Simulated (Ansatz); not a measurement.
A search over several starts for the lowest SCF solution of the cluster Ta₄⁻ at the given spin, in a small basis.

```yaml
crystal:
  periodic: [false, false, false]
  atoms:
    - {symbol: Ta, position_ang: [-0.711224, -1.260371, 0.612667]}
    - {symbol: Ta, position_ang: [1.555032, -0.227010, -0.005508]}
    - {symbol: Ta, position_ang: [-0.341375, 1.266513, 0.865451]}
    - {symbol: Ta, position_ang: [-0.502444, 0.220858, -1.472610]}
basis:
  gaussian: {orbitals: def2-SVP}
total_charge: -1
magnetization: {spin_polarized: true, initial_magnetization: 1}
hamiltonian: {xc: pbe0, dispersion: d4}
output: {orbitals: {seedname: orbitals}}
```

```sh
$ ansatz run in.yaml --threads 4 --pin off --events-out ev --progress --plain --max-ram 3916MiB
```

Output, abridged:

```
Functional definition: PBE0
1320 factors; their error is unknown
mean field evaluation 1: about -6187.5345 eV, gradient 4.6e1 eV
mean field evaluation 2: about -5951.0220 eV, gradient 1.8e2 eV
mean field evaluation 4: about -6162.4070 eV, gradient 8.4e1 eV
mean field evaluation 8: about -6197.8689 eV, gradient 1.0e0 eV
mean field evaluation 16: about -6197.9318 eV, gradient 1.6e-1 eV
mean field evaluation 32: about -6198.4215 eV, gradient 4.7e-5 eV
mean field evaluation 64: about -6106.0120 eV, gradient 1.1e3 eV
mean field evaluation 96: about -6098.1009 eV, gradient 1.1e3 eV
mean field evaluation 128: about -6098.1002 eV, gradient 1.1e3 eV
mean field evaluation 160: about -6094.7655 eV, gradient 1.0e3 eV
mean field evaluation 192: about -6197.2254 eV, gradient 2.0e0 eV
mean field evaluation 224: about -6196.8091 eV, gradient 4.7e0 eV
mean field evaluation 256: about -6130.3348 eV, gradient 1.1e2 eV
mean field evaluation 288: about -6170.1418 eV, gradient 7.1e1 eV
mean field evaluation 320: about -6198.4215 eV, gradient 2.4e-6 eV
mean field evaluation 352: about -6198.3380 eV, gradient 6.4e-1 eV
mean field evaluation 384: about -6198.4215 eV, gradient 2.6e-5 eV
mean field evaluation 416: about -6198.4003 eV, gradient 3.3e-1 eV
mean field evaluation 448: about -6198.4214 eV, gradient 4.1e-3 eV
mean field -6198.42151185 eV, -227.7877891194 hartree, gradient 2.5e-6 eV, S^2 1.375452; 25 other end points of the search recorded, 0 dependent functions left out
reference -6198.42153425 eV, -227.7877899428 hartree; 27, 26 occupied and 101, 102 virtual orbitals, 1320 factors
Total energy: -6198.60255298 eV, -227.7944422583 hartree
```

Hardware: 4 threads of Arm Neoverse V1 on a shared host. Wall time 2.4 min, peak host memory 0.71 GiB.

In the def2 sets Ta takes a core potential; there is no spin–orbit coupling. The charge -1 doublet is spin-contaminated (final ⟨S²⟩ up to 1.38, 0.75 for a pure state). The highest occupied level of the charge -1 doublet lies above zero (up to 0.30 eV). By energy differences its removal costs 0.84 eV (vertical, to the charge 0 singlet, at PBE-D4/def2-TZVPD). The structure comes from a short search, and lower isomers may exist.
